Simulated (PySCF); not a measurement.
Bonds: Si1-N2, Si1-N11, Si1-C20, Si1-C24, N2-C3, N2-C4, N11-C12, N11-C13. C3 carries H5, H6, H7; C4 carries H8, H9, H10; C12 carries H14, H15, H16; C13 carries H17, H18, H19; C20 carries H21, H22, H23; C24 carries H25, H26, H27.

Geometry: PBE0-D3(BJ)/def2-SVP; GIAO shifts from PySCF 2.14, gas phase, non-relativistic, averaged over equivalent atoms.

At wB97X-D/pcSseg-1 (250 basis functions, 74 s wall time on 1 thread of an Intel Xeon Platinum 8488C, shared host):
```json
{"atoms": "Si1", "δ (ppm)": "2.3"}
{"atoms": "N2/N11", "δ (ppm)": "20.8"}
{"atoms": "C3/C4/C12/C13", "δ (ppm)": "37.3"}
{"atoms": "C20/C24", "δ (ppm)": "-2.1"}
{"atoms": "H5/H6/H7/H8/H9/H10/H14/H15/H16/H17/H18/H19", "δ (ppm)": "2.36"}
{"atoms": "H21/H22/H23/H25/H26/H27", "δ (ppm)": "-0.03"}
```

Chemical shifts δ = σref − σ; 29Si (σref 352.93) and 13C (σref 184.54) and 1H (σref 31.38) against TMS; NH3 for 15N (σref 263.98), all at this level.

Predict the values at PBE0/pcSseg-1 on the same geometry.

## Answers


```json
{"atoms": "Si1", "δ at PBE0/pcSseg-1": "0.5", "change": "-1.8"}
{"atoms": "N2/N11", "δ at PBE0/pcSseg-1": "25.7", "change": "+4.9"}
{"atoms": "C3/C4/C12/C13", "δ at PBE0/pcSseg-1": "37.3", "change": "+0.0"}
{"atoms": "C20/C24", "δ at PBE0/pcSseg-1": "-2.6", "change": "-0.5"}
{"atoms": "H5/H6/H7/H8/H9/H10/H14/H15/H16/H17/H18/H19", "δ at PBE0/pcSseg-1": "2.38", "change": "+0.02"}
{"atoms": "H21/H22/H23/H25/H26/H27", "δ at PBE0/pcSseg-1": "-0.03", "change": "+0.00"}
```

Chemical shifts δ = σref − σ; TMS for 29Si (σref 351.99), 13C (σref 184.41), 1H (σref 31.27); 15N (σref 265.67) vs NH3, all at this level.

The largest change is at N2/N11 (nitrogen bonded to 2 C, Si). Cost: 250 basis functions, 100 s wall time on 1 thread of an Intel Xeon Platinum 8488C, shared host.

Experimental scales use liquid or dissolved standards, which lie at an offset from isolated NH3 (liquid NH3: subtract about 20 ppm).
